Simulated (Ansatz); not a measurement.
# One reagent, a row of partners

Four-centre ligand exchange: CH₅Ga ([CH3][GaH2]) meets different reagents, and the same bond of it breaks. Each row is one chosen step, not always the lowest open to these reactants.

Gas-phase electronic energies, without zero-point energy, by CCSD(T) at an estimated basis limit (MP2 extrapolated from triple and quadruple zeta, plus CCSD(T) − MP2 in triple zeta); Ansatz 0.2.0, def2-TZVPP and QZVPP, frozen cores, on PBE0-D4/def2-TZVP structures. Extrapolation: Hartree–Fock as exp(−7.88 √X), correlation as X^−2.97. All energies, in kJ/mol, count from the separated reactants, without counterpoise correction; the start and end structures are the complexes reached by relaxing down from the saddle, and deeper ones may exist. Brackets give SMILES, or, where every atom is bracketed, only which atoms are joined. Steps whose reference was doubtful or whose search ended elsewhere are left out.

| reactants | products | broken | formed | start structure | saddle | end structure | saddle by PBE0-D4/TZ |
| --- | --- | --- | --- | --- | --- | --- | --- |
| CH₅Ga ([CH3][GaH2]) + HF | GaH₂F ([F][GaH2]) + CH₄ | C–Ga, F–H | C–H, F–Ga | -22.7 | 27.9 | -122.4 | 11.7 |
| CH₅Ga ([CH3][GaH2]) + H₂O | GaH₃O ([OH][GaH2]) + CH₄ | C–Ga, H–O | C–H, Ga–O | -54.8 | ? | -92.1 | 37.3 |
| CH₅Ga ([CH3][GaH2]) + NH₃ | GaNH₄ ([NH2][GaH2]) + CH₄ | C–Ga, H–N | C–H, Ga–N | -92.6 | 70.6 | -77.5 | 56.8 |

What is the height of the saddle for CH₅Ga ([CH3][GaH2]) + H₂O? (An estimate is asked for; the value comes from the calculation.)

By the calculation: 51.2 kJ/mol relative to the separated reactants, between the members at 27.9 and 70.6; above its start structure the barrier is 51.2 − (-54.8) ≈ 106.0 kJ/mol.

How do the PBE0-D4 saddles lie against the coupled-cluster estimate?

All lower, by 13.8 to 16.3 kJ/mol.

The T1 diagnostic stays at or below 0.014. The filled d shells of Ga are correlated in sets not built for that, so values that involve them are less sure.

For scale, one of the runs: CCSD(T)/def2-TZVPP, 222 basis functions, launched by `ansatz run in.yaml --threads 4 --pin off --events-out ev --progress --plain --max-ram 9574MiB`. The run took 3 min on 4 CPU threads of an AMD EPYC (shared host), with 3.5 GiB of host memory at its peak.
